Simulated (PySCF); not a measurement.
# Two-component Hartree-Fock for Mn²⁺ (manganese, charge +2)

Start: [Ar] 3d5; 3d5/2 filled at m_j = -3/2, -1/2, +1/2, +3/2, +5/2. Calculated with PySCF 2.14 in x2c-TZVPall-2c with one added diffuse shell each of s, p, d type (7s8p5d1f, 63 functions): generalised Hartree-Fock with the X2C-1e Hamiltonian and a Gaussian nucleus; one run each with spin-orbit coupling (SO) switched off, then screened by Boettger's factors. This is a chosen level, not necessarily the ground level.

| spinor shell | electrons | ε, spin-free (eV) | ε, screened SO (eV) | weight of nominal j (screened SO) | rms radius, screened SO (bohr) |
| --- | --- | --- | --- | --- | --- |
| 1s1/2 | 2 | -6616.3 | -6616.2 | 1.000 | 0.0703 |
| 2s1/2 | 2 | -820.97 | -820.95 | 1.000 | 0.302 |
| 2p1/2 | 2 | -694.64 | -702.10 | 0.977 | 0.272 |
| 2p3/2 | 4 | -694.64 | -690.98 | 0.989 | 0.274 |
| 3s1/2 | 2 | -123.08 | -123.08 | 1.000 | 0.917 |
| 3p1/2 | 2 | -85.420 | -85.882 | 0.664 | 0.983 |
| 3p3/2 | 4 | -85.420 | -85.198 | 0.832 | 0.988 |
| 3d5/2 | 5 | -34.817 | -34.816 | 0.593 | 1.24 |

```json
{"quantity": "E (hartree)", "spin-free": "-1156.59900", "screened SO": "-1156.61434"}
{"quantity": "M_J", "spin-free": "5/2", "screened SO": "5/2"}
{"quantity": "⟨J²⟩", "spin-free": "8.751", "screened SO": "8.751"}
{"quantity": "⟨L²⟩", "spin-free": "0.000", "screened SO": "0.002"}
{"quantity": "⟨S²⟩", "spin-free": "8.751", "screened SO": "8.749"}
```

Each row is a mean over spinors that exchange with the open shell spreads, by up to 14.159 eV (3p3/2).

Rows whose weight is well below 1 are mixtures of j = l ± 1/2: exchange outweighs spin-orbit coupling there, and the label is only the starting occupation.

Without spin-orbit coupling the j labels of p, d and f shells carry no meaning; the spin-free column gives the mean over the occupied spinors of each nl shell.
